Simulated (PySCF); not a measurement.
Si(F)(H)(SiH3)2 (FH7Si3), SMILES [SiH3][SiH]([SiH3])F. Atoms are numbered in the order given.

```xyz
11

Si    -0.4300     0.5157     0.0000
F      0.4211     1.9163     0.0000
Si     0.1017    -0.6960    -1.9376
Si     0.1017    -0.6960     1.9376
H     -1.8845     0.8666     0.0000
H     -0.2080     0.0877    -3.1716
H     -0.7102    -1.9532    -1.9357
H      1.5520    -1.0571    -1.9318
H     -0.2080     0.0877     3.1716
H     -0.7102    -1.9532     1.9357
H      1.5520    -1.0571     1.9318
```
Charge 0, spin multiplicity 1.

Coordinates come from a PBE0-D3(BJ)/def2-SVP optimisation. The structure was generated by enumeration, and PubChem lists no compound with its InChIKey, so it may never have been made.

The numbers are results of PBE0-D3(BJ)/def2-SVP in PySCF, not measurements.

Frequencies are harmonic and unscaled.

```tsv
mode	ν (cm⁻¹)	IR (km/mol)	moving atoms (share of kinetic energy)
1	88	0.0	H 98 %
2	92	0.8	Si 69 %, H 22 %, F 10 %
3	102	0.0	H 94 %
4	159	8.4	F 60 %, Si 26 %, H 14 %
5	161	9.5	Si 46 %, F 31 %, H 23 %
6	374	3.3	Si 78 %, H 18 %
7	417	15.4	H 80 %, Si 20 %
8	430	3.0	H 64 %, Si 35 %
9	520	32.7	H 78 %, Si 17 %
10	529	12.5	Si 52 %, H 46 %
11	556	4.0	H 72 %, Si 28 %
12	723	250.3	H 88 %, Si 12 %
13	801	27.7	H 84 %, F 13 %
14	856	168.9	H 51 %, Si 25 %, F 25 %
15	857	224.3	H 88 %, Si 12 %
16	893	9.4	H 54 %, Si 25 %, F 21 %
17	925	10.7	H 98 %
18	928	26.1	H 97 %
19	928	55.6	H 97 %
20	937	84.1	H 91 %
21	2211	72.3	H 97 %
22	2216	44.8	H 98 %
23	2222	44.1	H 98 %
24	2231	32.2	H 96 %
25	2233	111.7	H 96 %
26	2237	59.3	H 96 %
27	2240	142.3	H 96 %
```
